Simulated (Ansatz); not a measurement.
The cluster CuSi₄⁺, relaxed as a singlet with RKS PBE-D4/def2-SVP in Ansatz, starting from the GFN2-xTB geometry. Force threshold 0.02 eV/Å.

The restricted singlet is unstable towards broken spin symmetry in Hartree–Fock (as tested in another run); at PBE-D4/def2-SVP this wasn't settled. Another isomer (singlet) lies 3.47 eV lower at PBE0-D4/def2-TZVP; other spin states weren't run for this one.

Start:

```xyz
5

Cu    2.088    0.329   -0.708
Si   -4.180   -0.667    1.413
Si    4.295    0.645   -1.446
Si   -0.070    0.010    0.019
Si   -2.133   -0.317    0.722
```

```json
{"step": "1", "energy (eV)": "-76100.4435", "largest force component (eV/Å)": "1.031", "SCF passes": "50"}
{"step": "2", "energy (eV)": "-76100.4922", "largest force component (eV/Å)": "0.240", "SCF passes": "25"}
{"step": "3", "energy (eV)": "-76100.4988", "largest force component (eV/Å)": "0.036", "SCF passes": "26"}
{"step": "4", "energy (eV)": "-76100.4991", "largest force component (eV/Å)": "0.012", "SCF passes": "27"}
{"step": "5", "energy (eV)": "-76100.4991", "largest force component (eV/Å)": "0.007", "SCF passes": "16"}
{"step": "6", "energy (eV)": "-76100.4994", "largest force component (eV/Å)": "0.028", "SCF passes": "25"}
{"step": "7", "energy (eV)": "-76100.5018", "largest force component (eV/Å)": "0.075", "SCF passes": "25"}
{"step": "8", "energy (eV)": "-76100.5280", "largest force component (eV/Å)": "0.188", "SCF passes": "32"}
{"step": "9", "energy (eV)": "-76100.5795", "largest force component (eV/Å)": "0.352", "SCF passes": "31"}
{"step": "10", "energy (eV)": "-76100.6785", "largest force component (eV/Å)": "0.253", "SCF passes": "32"}
{"step": "11", "energy (eV)": "-76100.7932", "largest force component (eV/Å)": "0.449", "SCF passes": "31"}
{"step": "12", "energy (eV)": "-76100.9216", "largest force component (eV/Å)": "0.425", "SCF passes": "24"}
{"step": "13", "energy (eV)": "-76101.0443", "largest force component (eV/Å)": "0.355", "SCF passes": "23"}
{"step": "14", "energy (eV)": "-76101.1542", "largest force component (eV/Å)": "0.275", "SCF passes": "24"}
{"step": "15", "energy (eV)": "-76101.2178", "largest force component (eV/Å)": "0.184", "SCF passes": "32"}
{"step": "16", "energy (eV)": "-76101.2457", "largest force component (eV/Å)": "0.243", "SCF passes": "31"}
{"step": "17", "energy (eV)": "-76101.2600", "largest force component (eV/Å)": "0.097", "SCF passes": "24"}
{"step": "18", "energy (eV)": "-76101.2616", "largest force component (eV/Å)": "0.089", "SCF passes": "25"}
{"step": "19", "energy (eV)": "-76101.2636", "largest force component (eV/Å)": "0.062", "SCF passes": "24"}
{"step": "20 (rejected)", "energy (eV)": "-76101.2612", "largest force component (eV/Å)": "0.092", "SCF passes": "24"}
{"step": "21", "energy (eV)": "-76101.2650", "largest force component (eV/Å)": "0.021", "SCF passes": "25"}
{"step": "22", "energy (eV)": "-76101.2667", "largest force component (eV/Å)": "0.011", "SCF passes": "26"}
{"step": "23", "energy (eV)": "-76101.2676", "largest force component (eV/Å)": "0.065", "SCF passes": "32"}
{"step": "24", "energy (eV)": "-76101.2681", "largest force component (eV/Å)": "0.050", "SCF passes": "26"}
{"step": "25", "energy (eV)": "-76101.2688", "largest force component (eV/Å)": "0.018", "SCF passes": "25"}
```

Force components are those of the run's own axes.

End:

```xyz
5

Cu    1.688   -0.506   -0.881
Si   -2.895   -1.034    0.752
Si    3.471    0.869   -1.024
Si   -0.408   -0.267    0.047
Si   -1.856    0.937    1.107
```

By distances, no bond broke or formed. The bond that changes most is Cu1–Si3, from 2.35 to 2.26 Å (atoms count from 1).

The force fell under the threshold at step 4, but the optimiser went on and released 0.770 eV more. No frequencies were taken in this run, so the end may be a saddle point.

It took 19 s on 4 threads of Arm Neoverse V2 on a shared host.
